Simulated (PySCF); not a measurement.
BrIrN: bending curve

These are results of PySCF, UB3LYP, basis Ir def2-SVP with ECP60, N def2-SVP, Br def2-SVP (scalar-relativistic core potentials, no spin–orbit coupling, density fitting), not measurements.

Rigid scan from the doublet minimum (Ir–Br 2.397 Å, Ir–N 1.625 Å; Br–Ir–N 135.3°). Coordinate: the N–Ir–Br angle, bonds fixed. Energies in kJ/mol from the minimum.

Question: Predict the curve at 80, 90, 100, 110, 120, 130, 140, 150, 160, 170, 180.

Answer: 
```
bond angle (°)  E (kJ/mol)  dipole size (D)  ⟨S²⟩
            80       123.5             2.71  0.76
            90        75.1             2.32  0.76
           100        41.3             1.94  0.76
           110        19.2             1.63  0.76
           120         6.2             1.39  0.76
           130         0.6             1.17  0.76
           140         0.4             0.96  0.76
           150         3.6             0.75  0.75
           160         7.6             0.54  0.75
           170        11.0             0.38  0.75
           180        12.2             0.32  0.75
```

With the bonds held, the linear shape lies 12.2 kJ/mol from the minimum.

Other spin states or occupations of the open shell can lie lower. Spin–orbit coupling, left out here, can matter for elements this heavy.

Other isomers or separated fragments may lie lower.

The scan took 25 s on 2 threads of a shared Arm Neoverse V2 host; the process peaked at 0.77 GiB.
